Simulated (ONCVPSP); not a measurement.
## Cutoff test, Tb, ONCV

| Property | Result |
| --- | --- |
| Element | Tb |
| Generator | ONCVPSP 4.0.1 |
| Type | optimised norm-conserving Vanderbilt (ONCV) |
| Functional | revPBE |
| Relativity | fully relativistic |
| Frozen core | [Kr] 4d10 4f8 |
| Valence charge | 11 |
| Reference configuration | 5s2 5p6 5d1.5 6s1.5 |
| Partial waves | 5s+6s: rc 2.00 bohr, ncon 5, nbas 10, qcut 5.2 1/bohr, 2 projectors; 5p: rc 1.90 bohr, ncon 3, nbas 6, qcut 7.7 1/bohr, 2 projectors, debl 3.7 Ha; 5d: rc 2.40 bohr, ncon 4, nbas 9, qcut 4.4 1/bohr, 2 projectors, debl 2.1 Ha |
| Local potential | polynomial inside 1.55 bohr (lpopt 5, dvloc0 4 Ha) |
| Core correction | none |

Open shells are filled in proportion to 2j + 1.

Question: For each optimised wave give the share of its norm inside rc, the residual kinetic energy above qcut (Ha) and the cutoffs (Ha) for errors of 10, 1, 0.1 and 0.01 mHa per electron.

Answer:

```tsv
wave	norm inside rc	residual KE	10 mHa	1 mHa	0.1 mHa	0.01 mHa
5s	0.931	3.0e-04	8.9	11.8	31.8	72.9
6s	0.047	1.0e-04	6.0	10.5	13.8	34.2
5p j=3/2	0.760	6.1e-07	13.2	18.6	22.6	25.8
p projector 2 j=3/2	0.132	1.8e-06	15.2	21.3	25.1	27.8
5p j=1/2	0.817	6.8e-07	12.6	18.4	22.6	25.8
p projector 2 j=1/2	0.152	2.4e-06	14.5	21.3	25.2	28.0
5d j=5/2	0.414	9.2e-05	5.7	7.8	9.7	33.8
d projector 2 j=5/2	0.174	1.7e-03	7.7	10.3	17.9	56.4
5d j=3/2	0.447	1.3e-04	5.9	8.1	10.0	43.9
d projector 2 j=3/2	0.178	2.2e-03	8.0	10.8	21.6	59.3
```

The occupied waves need 19 Ha and 32 Ha for 1 and 0.1 mHa. 1 of 4 tests not solved or not reliable.
